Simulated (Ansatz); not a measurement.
A CCSD(T) single point on CH4AlBS (`[CH3][Al]1[BH][S]1`).

```yaml
crystal:
  periodic: [false, false, false]
  atoms:
    - {symbol: C, position_ang: [-0.521389, 1.486682, -0.483727]}
    - {symbol: Al, position_ang: [0.115758, -0.203764, 0.226796]}
    - {symbol: B, position_ang: [0.780119, -1.913190, 1.028048]}
    - {symbol: S, position_ang: [0.486338, -2.173727, -0.726276]}
    - {symbol: H, position_ang: [-1.499016, 1.352884, -0.954590]}
    - {symbol: H, position_ang: [-0.612016, 2.251086, 0.290043]}
    - {symbol: H, position_ang: [0.165435, 1.853177, -1.251660]}
    - {symbol: H, position_ang: [1.176870, -2.710249, 1.815665]}
basis:
  gaussian: {orbitals: def2-TZVPP}
correlation: {method: ccsd_t}
output: {orbitals: {seedname: orbitals}}
```

```sh
$ ansatz run in.yaml --threads 2 --pin off --events-out ev --progress --plain --max-ram 4352MiB
```

Output of Ansatz, abridged:

```
Functional definition: HF
1176 factors; integrals over basis functions are off by at most 1.0e-3 eV
mean field evaluation 1: about -19164.7280 eV, gradient 2.8e1 eV
mean field evaluation 2: about -19164.9202 eV, gradient 2.8e1 eV
mean field evaluation 4: about -19167.3310 eV, gradient 2.9e0 eV
mean field evaluation 8: about -19167.3801 eV, gradient 2.4e-1 eV
mean field -19167.38062663 eV, -704.3882459114 hartree, gradient 4.1e-6 eV, S^2 0.000000; 0 other end points of the search recorded, 0 dependent functions left out
12 core orbitals not correlated: weight in the atoms' cores, before any rotation towards them, 1.000 or more for the frozen orbitals, at most 0.000 for the correlated occupied ones
reference -19167.38062663 eV, -704.3882459114 hartree; 10, 10 occupied and 180, 180 virtual orbitals, 1176 factors
second order -14.11145220 eV of doubles, -0.00000000 eV of singles
cycle   1  -14.77605991 eV  change   -6.6e-1 eV  update   9.3e-2
cycle   2  -15.16565703 eV  change   -3.9e-1 eV  update   2.9e-2
cycle   3  -15.25119881 eV  change   -8.6e-2 eV  update   1.6e-2
cycle   4  -15.24270582 eV  change    8.5e-3 eV  update   5.3e-3
cycle   5  -15.24183341 eV  change    8.7e-4 eV  update   2.5e-3
cycle   6  -15.24179511 eV  change    3.8e-5 eV  update   8.1e-4
cycle   7  -15.24168483 eV  change    1.1e-4 eV  update   2.6e-4
cycle   8  -15.24177816 eV  change   -9.3e-5 eV  update   1.0e-4
cycle   9  -15.24179148 eV  change   -1.3e-5 eV  update   3.7e-5
cycle  10  -15.24176868 eV  change    2.3e-5 eV  update   1.5e-5
perturbative correction -0.75093368 eV, -0.0275963039 hartree
Total energy: -19183.37332899 eV, -704.9759668831 hartree
```

Run time 62 s (2 threads of an Arm Neoverse V1 on a shared host); peak host memory 2.3 GiB.

Correlation energy per correlated electron: -0.800 eV. T1 diagnostic: 0.0151.
